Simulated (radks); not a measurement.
Problem. These are the eigenvalues of the occupied orbitals of an atom or ion with whole-number occupations (hartree). All-electron calculation, scalar-relativistic Kohn-Sham, BLYP, spin-polarised, spherical densities, finite nucleus; Fermi nuclear charge, rms radius of each element as measured or else 0.836 A^(1/3) + 0.57 fm. Program: a radial shooting solver on a logarithmic mesh with Libxc functionals.

| orbital | eigenvalue |
|---|---|
| 1s up | -1342.988 |
| 1s down | -1342.174 |
| 2s up | -303.8938 |
| 2s down | -302.5784 |
| 2p up | -287.4079 |
| 2p down | -285.8312 |

Which element is it, and in what charge state? The configuration may be excited. Open shells, if any, are filled with parallel spins first.

Solution. Z = 53, iodine, charge +45: I45+ in [He] 2s2 2p4. The list shows which subshells hold electrons but not how many an open one holds; the 1s level, -1343 hartree, gives Z - s = 51.8 by -(Z - s)^2/2, which with screening and relativity narrows Z to a few neighbours, and the depths of the outer levels then fix element, charge and occupations together.
